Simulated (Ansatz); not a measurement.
The cluster Ag₂F₂⁻. Charge -1, multiplicity 2. Geometry PBE-D4/def2-TZVPD; atoms count from 1.

Cartesian coordinates in Å:
```
Ag 1.847 -0.164 -1.022
Ag -0.555 0.053 0.314
F 0.109 1.117 1.892
F -1.401 -1.005 -1.184
```

In the def2 sets Ag takes a core potential; there is no spin–orbit coupling. No other spin state of charge -1 was run. Another isomer (doublet) lies 0.14 eV lower at PBE0-D4/def2-TZVPD; other spin states weren't run for this one.

Question: Estimate the Mulliken populations from the PBE0/def2-TZVPD orbitals of Ansatz.

Answer: 
| atom | charge (e) | spin (α − β) | d electrons |
| --- | --- | --- | --- |
| Ag1 | -0.07 | 0.84 | 9.97 |
| Ag2 | 0.51 | 0.11 | 9.72 |
| F3 | -0.73 | 0.02 | – |
| F4 | -0.71 | 0.02 | – |
Mulliken values and Mayer orders depend strongly on the basis. With diffuse functions, as here, like atoms can get unlike values, and bond orders can come out too low or too high.

Question: Where does the spin sit?

Answer: Summed by element: Ag 0.95, F 0.05, of 1 unpaired in all. Largest on single atoms: Ag1 0.84, Ag2 0.11, F4 0.02.

Question: And the Mayer bond orders between bonded heavy atoms (over 0.3)?

Answer: Ag1–Ag2 0.47 (2.76 Å); Ag2–F3 0.31 (2.02 Å); Ag2–F4 0.31 (2.02 Å).
